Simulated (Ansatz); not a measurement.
Basis-set extrapolation for `Cl[SiH]1NCO1` (PBE0-D4/def2-TZVP geometry, frozen core, Ansatz 0.2.0). Multiplicity 1, RHF reference.

```json
{"": "HF", "def2-TZVPP": "-918.131729", "def2-QZVPP": "-918.162009"}
{"": "MP2 correlation", "def2-TZVPP": "-0.907726", "def2-QZVPP": "-0.981406"}
{"": "CCSD(T) correlation", "def2-TZVPP": "-0.982897", "def2-QZVPP": "not run"}
```

Energies in hartree. Use E(X) = E(∞) + A·exp(−7.88·√X) for Hartree–Fock and E(X) = E(∞) + B·X^(−2.97) for correlation, with X = 3 and 4, and add CCSD(T) minus MP2 of the smaller set to the MP2 limit.

Problem. What is the CCSD(T) energy at the basis-set limit?

Solution. HF limit: -918.162009 + (-0.030280) × 0.13774 = -918.16618. MP2 limit: -0.981406 + (-0.073680) × 0.74074 = -1.03598. Higher-order term: -0.982897 − (-0.907726) = -0.07517. Total: -919.27733 hartree, 427.2 kJ/mol below CCSD(T)/def2-TZVPP.
